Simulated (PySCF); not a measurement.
Species: CH₇N₃Si.
Numbering: `[H]/[N:1]=[CH:2]\[SiH:3]([NH2:4])[NH2:5]` (hydrogens: H6 on N1; H7 on C2; H8 on Si3; H9, H10 on N4; H11, H12 on N5)

Jobs on this species (12 atoms, 48 electrons) with PySCF (density fitting). Hardware of each: one thread, Arm Neoverse N1 (aarch64), no GPU, shared host. Times come from a shared host and carry two figures at best. Peak memory is the resident size of the whole Python process, interpreter and libraries included.

Question: Rank these jobs by wall time, shortest first.
A. delta-SCF UKS SCAN, pcX-2 on the ionised atom, pcseg-1 elsewhere, spin-free X2C; ΔSCF core ionisation, 5 holes; 151 basis functions
B. PBE0/pcSseg-1; shieldings, charges and field gradients, density and orbital grids written; 127 basis functions
C. PBE0/def2-SVPD; 10 singlets by full TDDFT, 4 Tamm–Dancoff triplets, polarisability, ΔSCF ions, density and orbital grids written; 160 basis functions

Answer: B (22 s), A (48 s), C (1.8 min).

All jobs:

```tsv
level and settings	work	basis functions	SCF cycles	wall time	peak memory
PBE0/pcSseg-1, IEF-PCM dimethylsulfoxide	shieldings	127	14	15 s	0.71 GiB
PBE0/pcSseg-1, IEF-PCM chloroform	shieldings, charges and field gradients	127	14	20 s	0.71 GiB
BHandHLYP/aug-pcX-1 (pcseg-1 on H, def2-SVPD on Si)	K-edge TDA, 24 lines	191	13	20 s	0.79 GiB
PBE0/pcSseg-1	shieldings, charges and field gradients, density and orbital grids written	127	14	22 s	0.65 GiB
PBE0/def2-SVPD, IEF-PCM chloroform	6 singlets by full TDDFT, polarisability	160	14	24 s	0.75 GiB
delta-SCF UKS SCAN, pcX-2 on the ionised atom, pcseg-1 elsewhere, spin-free X2C	ΔSCF core ionisation, 5 holes	151	85	48 s	0.51 GiB
WP04/pcSseg-2	shieldings	285	15	59 s	1.1 GiB
PBE0/def2-SVPD	10 singlets by full TDDFT, 4 Tamm–Dancoff triplets, polarisability, ΔSCF ions, density and orbital grids written	160	14	1.8 min	0.73 GiB
PBE0-D3(BJ)/def2-SVP, grid level 1	geometry optimisation from a GFN2-xTB start shaken at random	109	147	2.2 min	0.46 GiB
```

Q: What do all jobs in the table cost together?

A: About 7.5 min; the longest takes about 29 % of that, and about 8.8 times as long as the shortest.
